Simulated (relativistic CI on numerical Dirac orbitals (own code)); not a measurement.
La II: calculation against measurement

Calculated at this level of theory: Dirac-Coulomb-Breit CI, KLI orbitals optimised for each configuration, model QED (radiative potential, 1s self-energy scaled to tabulated hydrogen-like ionisation energies), valence Slater integrals scaled by 0.85, P86 correlation estimate, and configurations built on the next ion tied to the tabulated ionisation energy (semi-empirical) (own radial code, finite nucleus).

CI space (outside the closed core [Xe]): 5d², 5d6s, 6s², 4f6s, 5d4f, 5d6p, 6s6p, 5d6d, 5d7s, 5d5f, 5d6f, 4f², 4f6p, 5d5g, 5d7p, 4f5f, 6p², 5d7d, 4f5g, 5f², 5d7f, 5f6s, 5g², 5g6s. Levels of other configurations are missing.

| Configuration | Term (tabulated) | J | Measured (cm⁻¹) | Computed | Error | Purity (%) |
| --- | --- | --- | --- | --- | --- | --- |
| 5d² | a 3F | 2 | 0.0 | 0 | 0 | 92 |
| 5d² | a 3F | 3 | 1016.1 | 678 | -338 | 99 |
| 5d6s | a 3D | 1 | 1895.2 | 3497 | 1602 | 99 |
| 5d² | a 3F | 4 | 1970.7 | 1400 | -571 | 99 |
| 5d6s | a 3D | 2 | 2591.6 | 3930 | 1339 | 96 |
| 5d6s | a 3D | 3 | 3250.3 | 4534 | 1283 | 99 |
| 5d² | a 3P | 0 | 5249.7 | 5349 | 100 | 97 |
| 5d² | a 3P | 1 | 5718.1 | 5628 | -90 | 98 |
| 5d² | a 3P | 2 | 6227.4 | 6024 | -203 | 97 |
| 6s² | a 1S | 0 | 7394.6 | 8614 | 1220 | 69 |
| 5d² | a 1G | 4 | 7473.3 | 8215 | 741 | 98 |
| 4f6s | (5/2,1/2)° † | 2 | 14148.0 | 19167 | 5019 | 63 |
| 4f6s | (5/2,1/2)° † | 3 | 14375.2 | 19902 | 5527 | 64 |
| 4f6s | (7/2,1/2)° † | 4 | 15698.7 | 21080 | 5381 | 72 |
| 4f6s | (7/2,1/2)° † | 3 | 15773.8 | 21277 | 5503 | 73 |
| 5d4f | z 1G° | 4 | 16599.2 | 22106 | 5507 | 78 |
| 5d4f | y 3F° | 2 | 17211.9 | 22528 | 5316 | 63 |
| 5d4f | z 3H° | 4 | 17825.6 | 23065 | 5239 | 82 |
| 5d4f | y 3F° | 3 | 18235.6 | 23342 | 5107 | 87 |
| 5d4f | z 3H° | 5 | 18580.4 | 23674 | 5093 | 99 |
| 5d4f | y 3F° | 4 | 19214.5 | 24161 | 4947 | 83 |
| 5d4f | z 3H° | 6 | 19749.6 | 24627 | 4878 | 99 |
| 5d4f | z 3G° | 3 | 20402.8 | 27598 | 7196 | 94 |
| 5d4f | z 3G° | 4 | 21331.6 | 28302 | 6970 | 97 |
| 5d4f | z 3D° | 1 | 21441.7 | 31011 | 9570 | 69 |
| 5d4f | z 3D° | 2 | 22106.0 | 31504 | 9398 | 64 |
| 5d4f | z 3G° | 5 | 22282.9 | 29039 | 6756 | 97 |
| 5d4f | z 3D° | 3 | 22537.3 | 32008 | 9471 | 68 |
| 6s6p | 3P° (computed) | 0 | 27545.8 | 29295 | 1749 | 62 |
| 5d4f | z 1H° | 5 | 28525.7 | 36945 | 8419 | 94 |
| 5d6p | x 3F° | 4 | 28565.4 | 30835 | 2270 | 69 |
| 6s6p | ³P° (computed) | 2 | 29498.0 | 31218 | 1720 | 70 |
| 5d4f | y 1P° | 1 | 30353.3 | 36769 | 6415 | 79 |
| 5d6p | x 1F° | 3 | 32201.0 | 35790 | 3589 | 63 |

Measured levels from NIST Handbook of Basic Atomic Spectroscopic Data (Sansonetti and Martin, J. Phys. Chem. Ref. Data 34, 1559 (2005)); pairs were made by configuration, J and term (by order where the table uses no LS term), so strongly mixed levels may be paired wrongly.

Mean error by configuration (cm⁻¹): 5d² -60; 5d6s 1408; 6s² 1220; 5d4f 6685; 6s6p 1735; 5d6p 2929. Over the excited levels the mean absolute error is 4038 cm⁻¹ (33 of the 50 excited levels that our extract of the source holds in range could be paired, and the others can miss by more), and the median relative error of those above 1,000 cm⁻¹ is 29 %. Some levels of the ground configuration have no partner. † marks terms whose computed intervals miss the measured ones by more than a factor of 2.5, or configurations far off the rest, from wrong mixing, a near crossing or a doubtful label or measurement; they are left out of the means.

Transition probabilities of persistent lines. The last column rescales the computed rate by the cube of measured over computed energy:

```
λ measured (Å)      Lower        Upper  A tabulated (s⁻¹)  A computed  A rescaled
   3759.08 air  5d² a 3F4  5d6p x 3F°4           3.40e+07    6.87e+07    5.07e+07
```
